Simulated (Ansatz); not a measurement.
A run of Ansatz (development build ahead of 0.2.0) on doublet C₇H₇ at this shape:

```json
{"atom": "C", "x (Å)": "-1.2173", "y (Å)": "-0.2240", "z (Å)": "-1.0298"}
{"atom": "C", "x (Å)": "-1.2543", "y (Å)": "0.9645", "z (Å)": "-0.2959"}
{"atom": "C", "x (Å)": "-0.3458", "y (Å)": "1.4274", "z (Å)": "0.6597"}
{"atom": "C", "x (Å)": "0.8222", "y (Å)": "0.8130", "z (Å)": "1.1200"}
{"atom": "C", "x (Å)": "1.3713", "y (Å)": "-0.4118", "z (Å)": "0.7366"}
{"atom": "C", "x (Å)": "0.8889", "y (Å)": "-1.3275", "z (Å)": "-0.2018"}
{"atom": "C", "x (Å)": "-0.2650", "y (Å)": "-1.2434", "z (Å)": "-0.9872"}
{"atom": "H", "x (Å)": "-2.0454", "y (Å)": "-0.3754", "z (Å)": "-1.7303"}
{"atom": "H", "x (Å)": "-2.1070", "y (Å)": "1.6224", "z (Å)": "-0.4967"}
{"atom": "H", "x (Å)": "-0.5810", "y (Å)": "2.3962", "z (Å)": "1.1096"}
{"atom": "H", "x (Å)": "1.3823", "y (Å)": "1.3675", "z (Å)": "1.8804"}
{"atom": "H", "x (Å)": "2.3044", "y (Å)": "-0.6924", "z (Å)": "1.2367"}
{"atom": "H", "x (Å)": "1.4908", "y (Å)": "-2.2300", "z (Å)": "-0.3395"}
{"atom": "H", "x (Å)": "-0.4436", "y (Å)": "-2.0900", "z (Å)": "-1.6594"}
```

Its results:

```json
{
  "Converged": "yes",
  "Total energy": "-268.89577 hartree",
  "Spin squared of the determinant": "1.285",
  "Stability test": "minimum"
}
```

Forces (eV/Å):
```json
{"atom": "C1", "Fx": "-0.708", "Fy": "-1.030", "Fz": "-1.167"}
{"atom": "C2", "Fx": "0.851", "Fy": "1.973", "Fz": "1.862"}
{"atom": "C3", "Fx": "-4.412", "Fy": "1.524", "Fz": "-2.217"}
{"atom": "C4", "Fx": "4.129", "Fy": "-2.852", "Fz": "1.171"}
{"atom": "C5", "Fx": "0.092", "Fy": "2.311", "Fz": "1.539"}
{"atom": "C6", "Fx": "0.040", "Fy": "-1.450", "Fz": "-0.883"}
{"atom": "C7", "Fx": "-0.009", "Fy": "-0.450", "Fz": "-0.308"}
{"atom": "H8", "Fx": "0.326", "Fy": "0.045", "Fz": "0.268"}
{"atom": "H9", "Fx": "0.357", "Fy": "-0.249", "Fz": "0.103"}
{"atom": "H10", "Fx": "0.035", "Fy": "-0.346", "Fz": "-0.202"}
{"atom": "H11", "Fx": "-0.190", "Fy": "-0.269", "Fz": "-0.303"}
{"atom": "H12", "Fx": "-0.371", "Fy": "0.149", "Fz": "-0.173"}
{"atom": "H13", "Fx": "-0.207", "Fy": "0.305", "Fz": "0.040"}
{"atom": "H14", "Fx": "0.068", "Fy": "0.338", "Fz": "0.268"}
```

(1) Which input gives this output? Name the method, the orbitals and the basis set, and write the input.

Answers

(1) UHF in def2-SVP.

```yaml
crystal:
  periodic: [false, false, false]
  atoms:
    - { symbol: C, position_ang: [-1.21735, -0.22401, -1.02983] }
    - { symbol: C, position_ang: [-1.25428, 0.96451, -0.29587] }
    - { symbol: C, position_ang: [-0.34575, 1.42738, 0.65966] }
    - { symbol: C, position_ang: [0.82221, 0.81298, 1.11996] }
    - { symbol: C, position_ang: [1.37131, -0.41176, 0.73662] }
    - { symbol: C, position_ang: [0.8889, -1.32746, -0.20183] }
    - { symbol: C, position_ang: [-0.26497, -1.24344, -0.9872] }
    - { symbol: H, position_ang: [-2.0454, -0.37537, -1.7303] }
    - { symbol: H, position_ang: [-2.10701, 1.6224, -0.49672] }
    - { symbol: H, position_ang: [-0.58101, 2.39619, 1.10961] }
    - { symbol: H, position_ang: [1.38226, 1.36748, 1.88045] }
    - { symbol: H, position_ang: [2.30442, -0.69239, 1.23672] }
    - { symbol: H, position_ang: [1.49079, -2.23003, -0.33946] }
    - { symbol: H, position_ang: [-0.4436, -2.08998, -1.65937] }
basis:
  gaussian: { orbitals: def2-SVP }
magnetization:
  spin_polarized: true
  initial_magnetization: 1
hamiltonian:
  xc: hf
output:
  forces: true
```

Caution: the unrestricted determinant is spin contaminated; the determinant breaks the point group.
